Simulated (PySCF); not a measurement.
Ligands exchanged one at a time, Si OH-SH. All species are isolated molecules in the gas phase. One relaxed conformer stands for each flexible species; it need not be the lowest. Strings in code marks are SMILES.

Quantity: redistribution energy (mixed species minus the weighted end members), in eV.

Level 1: BP86/6-31G* // ωB97X-D3(BJ)/def2-TZVP (PySCF)
Level 2: PBE/6-31G* // ωB97X-D3(BJ)/def2-TZVP (PySCF)
Level 3: frozen-core MP2/6-31G* // ωB97X-D3(BJ)/def2-TZVP (PySCF)
Level 4: HF/3-21G // ωB97X-D3(BJ)/def2-TZVP (PySCF)

```json
[
 {"species": "3 of 4 OH replaced by SH: `O[Si](S)(S)S`", "level 2": "0.037", "level 3": "0.088", "level 4": "0.147"},
 {"species": "1 of 4 OH replaced by SH: `O[Si](O)(O)S`", "level 2": "0.013", "level 3": "0.058", "level 4": "0.110"},
 {"species": "2 of 4 OH replaced by SH: `O[Si](O)(S)S`", "level 2": "0.043", "level 3": "0.103", "level 4": "0.163"}
]
```

What does level 1 give for each, and how far do the other levels lie from it on average?


- 3 of 4 OH replaced by SH: `O[Si](S)(S)S`: 0.040
- 1 of 4 OH replaced by SH: `O[Si](O)(O)S`: 0.017
- 2 of 4 OH replaced by SH: `O[Si](O)(S)S`: 0.048
Mean absolute difference from level 1, which has limits of its own, over these rows (drawn at random from the members that have all these levels): level 2 0.004 eV, level 3 0.049 eV, level 4 0.105 eV.
